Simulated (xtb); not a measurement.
C3H8FNSi, SMILES C=C(F)C[SiH2]N. All values are semi-empirical tight-binding results from xtb (GFN2-xTB unless named), good for trends rather than for accurate numbers. Geometry optimised at GFN2-xTB. The structure was generated by enumeration, and PubChem lists no compound with its InChIKey, so it may never have been made. One conformer was computed; it need not be the lowest.

Computed properties:
```yaml
orbital_gap: 4.83 eV
dipole_moment: 1.49 D
zero_point_energy: 64.6 kcal/mol
G − E(el) at 298.15 K (modified RRHO): 44.1 kcal/mol
static polarisability (D4 model): 76.3 bohr³
solvation energy, GFN2-xTB/ALPB(water): -3.4 kcal/mol
solvation energy, GFN2-xTB/ALPB(ether): -6.2 kcal/mol
```
